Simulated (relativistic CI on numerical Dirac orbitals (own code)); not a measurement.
# Sb39+: sensitivity of the levels to the model

Base calculation: Dirac-Coulomb-Breit CI, orbitals from a KLI potential per configuration, QED by a radiative potential, unscaled Slater integrals.

Configuration list (outside the closed core [Ne]): 3s², 3s3p, 3p², 3s3d, 3d², 3p3d, 3p4s, 3d4s, 3s4s, 3s4p, 3s4d, 3s4f, 3s5s, 3s5p, 3s5d, 3s5f, 4s², 3s5g, 3s6s, 3s6p, 3s6d. Levels of other configurations are missing.

The lowest level and the first level of each name with at least 55 % of one term (blank where a level has no safe partner in the second run):

```csv
Level,Base (eV),Shift (eV)
3s² ¹S0,0.000,0.000
3s3p ³P°0,79.618,-3.327
3s3p ³P°1,87.486,-2.827
3s3p ³P°2,144.336,-3.250
3s3p ¹P°1,169.692,-0.533
3p² ³P0,192.100,-3.785
3p² ¹D2,247.779,+4.168
3p² ³P1,248.708,-3.170
3s3d ³D1,279.401,-3.791
3s3d ³D2,283.036,-4.412
3s3d ³D3,293.524,-3.795
3p² ¹S0,331.701,-2.716
3p3d ³F°2,365.468,-3.753
3p3d ³D°1,386.435,-4.862
```

At this charge energies of transitions that change n are usually good to better than 1 %, and those within a shell (Δn = 0) to a few per cent.

Question: One thing was changed in a second run, which moved the levels as shown. Which?
A. QED terms removed
B. valence Slater integrals scaled by 0.9
C. Breit term removed
D. configuration mixing switched off

Answer: D. Configuration mixing switched off. Without mixing, levels that were pushed by configurations of the same parity and J return to their single-configuration places.

LS names give the leading component of a level, which can be under half, so a name can repeat, a term be missing and a line seem to break the LS rules.
